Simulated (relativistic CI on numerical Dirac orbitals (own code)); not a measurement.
**Pt3+: 5d valence photoemission**

Computed with this model: Dirac-Coulomb-Breit CI, separate exchange-only KLI orbitals for each configuration, QED by a radiative potential, multiplet model of photoemission in the sudden approximation, unscaled Slater integrals; configurations [Xe] 4f14 5d7 → [Xe] 4f14 5d6; 300 K; Lorentzian 0.21 eV and Gaussian 0.5 eV FWHM. Energies are those of the free ion, without screening or charge transfer. The energies are binding energies and can lie tens of eV above those of solids. S is read from ⟨S²⟩ = S(S + 1).

Field parameters in Wybourne normalisation: D4h B²₀ = −7Ds, B⁴₀ = 21(Dq − Dt), B⁴₄ = 21√(5/14) Dq. The field is a parameter set, without covalency.

Computed curve for D4h, 10Dq = 33800, Ds = -600, Dt = 440 cm⁻¹, scaled to 100 at the maximum (points under 2 are left out and the grid is thinned):

Energy (eV), Intensity and a bar:
```
     40.8        2.1 
     41.1        4.7 #
     41.3       11.3 ###
     41.6       41.6 #############
     41.9       55.1 #################
     42.1       32.8 ##########
     42.4        8.9 ##
     42.7        4.4 #
     43.0        4.4 #
     43.2        5.6 #
     43.5       13.6 ####
     43.8       48.9 ###############
     44.0       85.2 ###########################
     44.3       94.3 ##############################
     44.6       55.7 #################
     44.8       51.9 ################
     45.1       83.3 ##########################
     45.4       87.8 ############################
     45.6       82.3 ##########################
     45.9       80.9 ##########################
     46.2       61.8 ###################
     46.5       40.3 ############
     46.7       35.6 ###########
     47.0       44.3 ##############
     47.3       28.3 #########
     47.5       14.5 ####
     47.8        5.8 #
     48.1        4.8 #
     48.3        5.7 #
     48.6        6.1 #
     48.9        4.2 #
     49.1        3.5 
     49.4        3.6 
     49.7        3.3 
     50.0        2.3 
     50.2        2.2 
     50.5        2.4 
     50.8        2.7 
     51.0        2.8 
     51.3        2.2
```

The ground state has S = 0.67, and the centroid lies at 45.02 eV.
